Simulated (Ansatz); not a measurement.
H4PSi, doublet, at a GFN2-xTB geometry, atoms displaced at random by about 0.03 Å a coordinate; PBE/6-31G, gradient (Ansatz, a program for electronic structure).

Here is a job for Ansatz.
Ansatz 0.2 input:
```yaml
crystal:
  periodic: [false, false, false]
  atoms:
    - {symbol: Si, position_ang: [-1.01085459, -0.35702937, 0.01949712]}
    - {symbol: P, position_ang: [1.05085693, 0.41750128, -0.03622000]}
    - {symbol: H, position_ang: [-1.73906894, 0.06429377, 1.23940958]}
    - {symbol: H, position_ang: [-1.74353308, 0.05720460, -1.20103089]}
    - {symbol: H, position_ang: [1.52520332, -0.41046035, 1.01789098]}
    - {symbol: H, position_ang: [1.45200466, -0.41810622, -1.01951181]}
basis:
  gaussian:
    orbitals: 6-31G
hamiltonian:
  xc: pbe
magnetization: {spin_polarized: true, initial_magnetization: 1}
output: {forces: true}
```

It wrote (shortened):

```
Functional definition: PBE
408 factors; integrals over basis functions are off by at most 2.3e-4 eV
mean field evaluation 1: about -17218.2335 eV, gradient 7.8e0 eV
mean field evaluation 2: about -17218.3591 eV, gradient 7.5e0 eV
mean field evaluation 4: about -17218.7876 eV, gradient 5.1e-1 eV
mean field evaluation 8: about -17218.7842 eV, gradient 8.4e-3 eV
mean field -17218.78420591 eV, -632.7786482562 hartree, gradient 1.2e-5 eV, S^2 0.751285; 0 other end points of the search recorded, 0 dependent functions left out
the calculation of the forces begins
reference -17218.78423872 eV, -632.7786494617 hartree; 17, 16 occupied and 17, 18 virtual orbitals, 408 factors
Total energy: -17218.78423872 eV, -632.7786494617 hartree
Atom 0 at    -1.010855    -0.357029     0.019497 Å, force    -1.025230    -0.985859     0.010393 eV/Å
Atom 1 at     1.050857     0.417501    -0.036220 Å, force     0.291954     2.164071     1.313889 eV/Å
Atom 2 at    -1.739069     0.064294     1.239410 Å, force    -0.296961     0.277253     0.480776 eV/Å
Atom 3 at    -1.743533     0.057205    -1.201031 Å, force    -0.343044     0.242930    -0.471940 eV/Å
Atom 4 at     1.525203    -0.410460     1.017891 Å, force     0.417641    -0.282304     0.586975 eV/Å
Atom 5 at     1.452005    -0.418106    -1.019512 Å, force     0.955640    -1.416092    -1.920094 eV/Å
Dipole moment:     0.072267    -0.189449    -0.004495 e Å
```
